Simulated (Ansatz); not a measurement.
Reaction (redistribution): `O[SiH]([SiH3])[O][AlH2]` + `[SiH3][SiH2][CH2][GaH2]` → `O[SiH]([SiH3])[GaH2]` + `[AlH2][O]C[SiH2][SiH3]`

Computed with Ansatz on PBE0-D4/def2-TZVP structures; ΔE is electronic, products minus reactants. CCSD(T)/CBS adds triple-zeta CCSD(T) − MP2 to the extrapolated MP2 energy (def2 sets, frozen cores). DFT in def2-TZVPP. B3LYP here is the variant with VWN-RPA as its local correlation; programs differ in this. For Ga outer-core shells are correlated without core-valence functions, which leaves a few kJ/mol of doubt a bond. Scalar relativity is left out up to krypton. Each species was taken in one conformer, which may not be the lowest.

Q: Is it downhill or uphill in electronic energy at CCSD(T)/CBS, and by how much? (Best estimate.)

A: The calculation gave: Uphill: ΔE = +242.5 kJ/mol.

Q: What do these levels give: r2SCAN-D4, B3LYP-D4, ωB97X-V, r2SCAN, PBE0, HF/def2-TZVPP, SCS-MP2/def2-TZVPP, CCSD/def2-TZVPP, CCSD(T)/def2-TZVPP, HF/def2-QZVPP, SCS-MP2/def2-QZVPP, HF/CBS(def2)? (An estimate is asked.)

A: Ansatz gave: r2SCAN-D4 229.7, B3LYP-D4 224.9, ωB97X-V 229.0, r2SCAN 229.4, PBE0 217.8, HF/def2-TZVPP 250.1, SCS-MP2/def2-TZVPP 250.1, CCSD/def2-TZVPP 242.1, CCSD(T)/def2-TZVPP 240.0, HF/def2-QZVPP 251.8, SCS-MP2/def2-QZVPP 252.3, HF/CBS(def2) 252.1 kJ/mol.

Largest T1 diagnostic among the species: 0.014.

From PBE to PBE0 (25 % exact exchange), in def2-TZVPP and without D4, ΔE moves by +14.4 kJ/mol.
